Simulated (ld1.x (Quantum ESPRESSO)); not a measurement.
Configuration tests for bismuth (Bi) (TM)

bismuth (Bi), norm-conserving Troullier–Martins (Kleinman–Bylander form), made with ld1.x (Quantum ESPRESSO) 7.5 (PBE, scalar-relativistic). Core [Xe] 4f14 5d10, reference 6s2 6p1 (charge +2). Waves: 6p (bound): rc 1.85 bohr; 6s (bound): rc 1.60 bohr. Local part: the s channel. Core correction: a·sin(br)/r model core, default radius (core density twice the valence density).

Energies are relative to the spin-unpolarised reference configuration 6s2 6p1; without spin polarisation the order of configurations can differ from experiment.

(1) Give the all-electron excitation energy and the error of the potential for: 6s2 6p3; 6s2 6p2; 6s2 6p0; 6s1 6p0; 6s2 6p3.3; 6s1 6p3; 6s1 6p4.

Levels in the configuration 6s1 6p0:

```
level  all-electron (eV)  pseudo (eV)
   6s            -50.924      -51.520
```

Results:

(1)

```json
{"valence configuration": "6s2 6p3", "charge": "0", "ΔE all-electron (eV)": "-23.160", "error AE − PS (meV)": "-42"}
{"valence configuration": "6s2 6p2", "charge": "+1", "ΔE all-electron (eV)": "-15.247", "error AE − PS (meV)": "-15"}
{"valence configuration": "6s2 6p0", "charge": "+3", "ΔE all-electron (eV)": "23.343", "error AE − PS (meV)": "-61"}
{"valence configuration": "6s1 6p0", "charge": "+4", "ΔE all-electron (eV)": "68.748", "error AE − PS (meV)": "-453"}
{"valence configuration": "6s2 6p3.3", "charge": "-0.3", "ΔE all-electron (eV)": "-24.253", "error AE − PS (meV)": "-47"}
{"valence configuration": "6s1 6p3", "charge": "+1", "ΔE all-electron (eV)": "-4.428", "error AE − PS (meV)": "-3.5"}
{"valence configuration": "6s1 6p4", "charge": "0", "ΔE all-electron (eV)": "-13.077", "error AE − PS (meV)": "-8.9"}
```
